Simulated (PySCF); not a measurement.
**$^{29}$Si chemical shifts**

- GIAO PBE0/pcSseg-1 shieldings
- geometry: GFN2-xTB
- code: PySCF
- non-relativistic Hamiltonian, in vacuum, equivalent nuclei averaged, a single conformation

Shieldings were converted by a linear fit to measured shifts: $^{29}$Si: δ = 279.94 − 0.822σ (rms 8.9 ppm, 72 shifts, 25.8 ppm with the 6 outliers that the fit left out vs TMS, solution or neat liquid). A few per cent of atoms miss by over 2 rms, more outside the fitted compound classes.

Task: Give the $^{29}$Si shifts of `F[C@H]1CO[C@@H](O[SiH3])OC1`.

Result: 
```csv
compound,environment,δ (ppm)
F[C@H]1CO[C@@H](O[SiH3])OC1,"silicon bonded to O, 3 H",-38.9
```

Task: Match the shifts -12.1, -26.8, -38.2, -56.7, -127.2 ppm to `CO[SiH2]O/C(=C/F)OC`, `CC[Si@H](C)/C=C(\C#N)OC`, `CC(=O)NC/C(C)=C1\C[SiH2]1`, `O=C(C[SiH2]F)OCCO`, `CO[Si](O)(/C=C/F)OC`.

Result: -12.1: O=C(C[SiH2]F)OCCO (silicon bonded to C, F, 2 H); -26.8: CC[Si@H](C)/C=C(\C#N)OC (silicon bonded to 3 C, H); -38.2: CO[SiH2]O/C(=C/F)OC (silicon bonded to 2 O, 2 H); -56.7: CO[Si](O)(/C=C/F)OC (silicon bonded to C, 3 O); -127.2: CC(=O)NC/C(C)=C1\C[SiH2]1 (silicon bonded to 2 C, 2 H, in a 3-membered ring).
